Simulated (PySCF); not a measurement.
SMILES F[Si](F)(F)CCCl, GFN2-xTB optimised geometry.

```
11

F      0.21    -2.14    -1.25
Si     0.64    -1.27     0.01
F      2.22    -1.31     0.01
F      0.20    -2.14     1.26
C     -0.08     0.47     0.00
C     -1.61     0.47     0.00
Cl    -2.22     2.14     0.00
H      0.27     1.02     0.87
H      0.27     1.02    -0.88
H     -2.01    -0.02     0.89
H     -2.01    -0.02    -0.89
```

Density from PySCF 2.14.0 with PBE/def2-TZVP at that geometry.

Minimum of the electron density along straight lines between bonded atoms, close to the bond critical point (lines longer than 1.1 times the sum of covalent radii, or with two minima, are not listed):

```json
[
 {"bond": "F1–Si2", "length / Å": "1.586", "ρ at the minimum / e bohr⁻³": "0.145", "∇²ρ there / e bohr⁻⁵": "1.03", "position (fraction from the first atom)": "0.58"},
 {"bond": "Si2–F3", "length / Å": "1.584", "ρ at the minimum / e bohr⁻³": "0.146", "∇²ρ there / e bohr⁻⁵": "1.04", "position (fraction from the first atom)": "0.42"},
 {"bond": "Si2–F4", "length / Å": "1.586", "ρ at the minimum / e bohr⁻³": "0.145", "∇²ρ there / e bohr⁻⁵": "1.03", "position (fraction from the first atom)": "0.42"},
 {"bond": "Si2–C5", "length / Å": "1.879", "ρ at the minimum / e bohr⁻³": "0.127", "∇²ρ there / e bohr⁻⁵": "0.09", "position (fraction from the first atom)": "0.39"},
 {"bond": "C5–C6", "length / Å": "1.523", "ρ at the minimum / e bohr⁻³": "0.242", "∇²ρ there / e bohr⁻⁵": "-0.56", "position (fraction from the first atom)": "0.49"},
 {"bond": "C6–Cl7", "length / Å": "1.788", "ρ at the minimum / e bohr⁻³": "0.180", "∇²ρ there / e bohr⁻⁵": "-0.22", "position (fraction from the first atom)": "0.43"},
 {"bond": "C5–H8", "length / Å": "1.093", "ρ at the minimum / e bohr⁻³": "0.273", "∇²ρ there / e bohr⁻⁵": "-0.90", "position (fraction from the first atom)": "0.64"},
 {"bond": "C5–H9", "length / Å": "1.092", "ρ at the minimum / e bohr⁻³": "0.273", "∇²ρ there / e bohr⁻⁵": "-0.90", "position (fraction from the first atom)": "0.64"},
 {"bond": "C6–H10", "length / Å": "1.089", "ρ at the minimum / e bohr⁻³": "0.285", "∇²ρ there / e bohr⁻⁵": "-0.99", "position (fraction from the first atom)": "0.65"},
 {"bond": "C6–H11", "length / Å": "1.089", "ρ at the minimum / e bohr⁻³": "0.285", "∇²ρ there / e bohr⁻⁵": "-0.99", "position (fraction from the first atom)": "0.65"}
]
```
